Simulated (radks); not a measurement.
Results of a calculation; reference values are marked as such.
How relativity changes the ionisation of the osmium ion Os63+ ([Ne] 3s2 3p1) to Os64+ ([Ne] 3s2). Spin-unpolarised spherical Kohn-Sham, LDA (Slater exchange, Perdew-Wang correlation), point nucleus unless stated (finite: rms radius 5.4126 fm), a radial shooting solver on a logarithmic mesh with Libxc functionals. A level marked "c x" has the speed of light scaled by that factor and shares open shells by 2j + 1; other Dirac levels either fill j = l - 1/2 first or share by 2j + 1.

level                               E(Os63+) (hartree)  E(Os64+) (hartree)  IE (eV)   HOMO  <r> HOMO (bohr)
non-rel.                                   -11647.8129         -11403.4728   6648.8     3p           0.1825
scalar-rel.                                -12532.6978         -12279.3934   6892.8     3p           0.1749
scalar-rel., finite nucleus                -12529.5754         -12276.2687   6892.8     3p           0.1749
Dirac, 2j+1 shares                         -12555.5070         -12301.3090   6917.1  3p3/2           0.1777
Dirac, low j first                         -12565.9018         -12301.3090   7199.9  3p1/2           0.1661
Dirac, 2j+1 shares, finite nucleus         -12552.3588         -12298.1598   6917.1  3p3/2           0.1777
Dirac, c x 0.85                            -13008.2634         -12749.5499   7040.0  3p3/2           0.1758
Dirac, c x 1.25                            -12191.6246         -11941.2420   6813.3  3p3/2           0.1794
Dirac, c x 10                              -11655.4957         -11411.0672   6651.2  3p3/2           0.1825

NIST Atomic Spectra Database: 7185 eV (theoretical). The relativistic part of the total energy of Os63+ is -904.5 hartree (Dirac, 2j+1 shares, finite nucleus), 7.8 % of the non-relativistic value. Spin polarisation and multiplet splitting of open shells are left out at every level.

Beside tabulated values, note that relativity, absent from the non-relativistic runs, is large for the heavy elements, and spin-unpolarised runs miss the spin-polarisation part of the exchange energy of open shells.
